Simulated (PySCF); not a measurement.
## [Er(H2O)2]3+ at several levels of theory

Computed with PySCF 2.14.0 (density fitting, no spin-orbit coupling) at the geometry relaxed with PBE0:

```xyz
7
[Er(H2O)2]3+ (singlet in the valence; each metal's 4f electrons, 11 of them, lie in its core potential, out of spins and levels)
Er   -0.4615    1.0017    0.0168
O     0.1005   -0.1660    1.7730
H     0.7362    0.0726    2.5008
H    -0.2432   -1.0522    2.0661
O     0.0198   -0.1407   -1.7755
H     0.5712   -0.9633   -1.8660
H    -0.2506    0.0453   -2.7153
```

```csv
level,basis,state,HOMO (eV),gap (eV),charge on Er1 (e),population of f-type functions on Er1 (polarisation alone where 4f lies in the core),dipole about the centre of mass (D),largest force component (eV/Å)
PBE0,"Er lcecp-1-SVP with ECP57, O def2-SVP, H def2-SVP",singlet,-26.85,8.07,2.20,0.03,3.37,0.02
r2SCAN,the same,singlet,-25.45,6.33,2.19,0.03,3.43,0.13
PBE0,"Er lcecp-1-TZVP with ECP57, O def2-TZVP, H def2-TZVP",singlet,-26.82,8.12,2.37,0.04,3.41,0.27
```

In the lcecp rows the 4f levels are missing from HOMO and gap, and the state counts the valence alone.

Charges are Mulliken's, which hang on the basis. The relaxation used the grid (50, 194), these runs (75, 302) or, all-electron (x2c bases, spin-free X2C Hamiltonian), (99, 590).

Problem. What does wB97X with Er lcecp-1-SVP with ECP57, O def2-SVP, H def2-SVP give here?

Solution. state singlet, HOMO (eV) -29.36, gap (eV) 13.15, charge on Er1 (e) 2.23, population of f-type functions on Er1 (polarisation alone where 4f lies in the core) 0.03, dipole about the centre of mass (D) 3.16, largest force component (eV/Å) 0.18. Time: 6.5 s on 2 threads of Intel(R) Xeon(R) Platinum 8259CL CPU @ 2.50GHz (Skylake/Cascade Lake), on a shared host, from an already converged density.

In the first row's basis the gap widens with exact exchange: 6.3 eV for r2SCAN (none); 8.1 eV for PBE0 (a fixed share); 13.1 eV for wB97X (rising or full at long range).

A frequency check found unstable modes (1, the lowest at -58 cm⁻¹), so the relaxed geometry is probably a saddle point. An lcecp potential fixes the number of 4f electrons, so in runs with it no electron can move into or out of that shell.
